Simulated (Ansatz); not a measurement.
Species: C₄F₅, net charge 1, singlet state. SMILES of the parent species: F[C]1C(F)=C(F)C1(F)F
Structure (B3LYP-D3(BJ)/def2-TZVP (Ansatz, a program for electronic structure) minimum search):
```
C
F 1 1.3248
F 1 1.3248 2 110.38
C 1 1.5391 2 115.79 3 -134.03
F 4 1.2574 1 132.20 2 65.77
C 4 1.3976 5 133.62 1 180.00
F 6 1.2783 4 134.52 5 0.00
C 6 1.3976 7 134.52 4 -180.00
F 8 1.2574 6 133.62 7 0.00
```
Charge +1, spin multiplicity 1.

Parts of the frozen-core correlation energy in STO-3G (Ansatz, hartree). Frozen orbitals: 9; correlated occupied orbitals by spin: 25 and 25; virtual: 11 and 11. Spin-orbit coupling is left out. Non-relativistic.

```
term                            value
-------------------------  ----------
reference (HF)             -639.48216
MP2 opposite-spin                 [?]
MP2 same-spin                     [?]
CCSD correlation                  [?]
(T)                          -0.02217
T1 diagnostic                   0.016
largest doubles amplitude       0.102
```

What belongs in the gaps?


- MP2 opposite-spin, value: -0.25768
- MP2 same-spin, value: -0.07216
- CCSD correlation, value: -0.38045
